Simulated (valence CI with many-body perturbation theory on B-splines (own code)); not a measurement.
Tm54+: fill in the table

Level of theory: valence CI with perturbative core correlation (CI+MBPT): five valence electrons over a frozen Dirac-Fock core [Ne], a basis of 11 s, 11 p, 10 d, 8 f, 5 g, 2 h functions for each j, with the one-electron correlation potential Σ1 (screened to all orders), the two-electron term Σ2, the three-electron term Σ3, Breit, model QED; selected single and double excitations, second order for the rest, scaled by the run's own slope (own B-spline code, finite nucleus).

The last digits are not significant, and no measured levels were compared; by estimate large intervals hold to a few tenths of a per cent, small ones and those within an open d or f shell to about a per cent. Among the levels kept, up to 3100 cm⁻¹ of a level comes from second order outside the variational space, and about a tenth of that is noise between levels of different J, which matters for small intervals.

```
                             Level  E (× 10³ cm⁻¹)
        (3s^2 3p1/2^2 3p3/2) J=3/2            0.00
        (3s^2 3p1/2^2 3d3/2) J=3/2          1692.1
        (3s^2 3p1/2 3p3/2^2) J=3/2          1949.1
        (3s^2 3p1/2 3p3/2^2) J=5/2               ?
        (3s^2 3p1/2 3p3/2^2) J=1/2          2150.2
        (3s^2 3p1/2^2 3d5/2) J=5/2               ?
        (3s 3p1/2^2 3p3/2^2) J=5/2          3209.3
        (3s 3p1/2^2 3p3/2^2) J=3/2          3432.6
        (3s 3p1/2^2 3p3/2^2) J=1/2          3440.9
(3s^2 3p1/2 3p3/2 3d3/2) J=5/2 [a]               ?
(3s^2 3p1/2 3p3/2 3d3/2) J=3/2 [a]               ?
(3s^2 3p1/2 3p3/2 3d3/2) J=1/2 [a]          3647.4
    (3s^2 3p1/2 3p3/2 3d3/2) J=7/2          3715.5
(3s^2 3p1/2 3p3/2 3d3/2) J=5/2 [b]               ?
(3s^2 3p1/2 3p3/2 3d3/2) J=1/2 [b]               ?
(3s^2 3p1/2 3p3/2 3d3/2) J=3/2 [b]          4004.1
(3s^2 3p1/2 3p3/2 3d5/2) J=7/2 [a]          4098.9
              (3s^2 3p3/2^3) J=3/2          4113.0
(3s^2 3p1/2 3p3/2 3d5/2) J=3/2 [a]          4182.9
    (3s^2 3p1/2 3p3/2 3d5/2) J=9/2          4195.1
```

Levels are named by their leading jj configuration (3d3/2^4 stands for four electrons in 3d with j = 3/2), which in mixed levels can hold well under half, so a name can repeat and another be missing. Letters in brackets count levels of one name in rising energy.

(1) The levels stand in rising order. What does the calculation give for the missing energies?

Results:

(1) (3s^2 3p1/2 3p3/2^2) J=5/2 2037.4; (3s^2 3p1/2^2 3d5/2) J=5/2 2255.5; (3s^2 3p1/2 3p3/2 3d3/2) J=5/2 [a] 3624.6; (3s^2 3p1/2 3p3/2 3d3/2) J=3/2 [a] 3647.4; (3s^2 3p1/2 3p3/2 3d3/2) J=5/2 [b] 3932.9; (3s^2 3p1/2 3p3/2 3d3/2) J=1/2 [b] 4003.0.
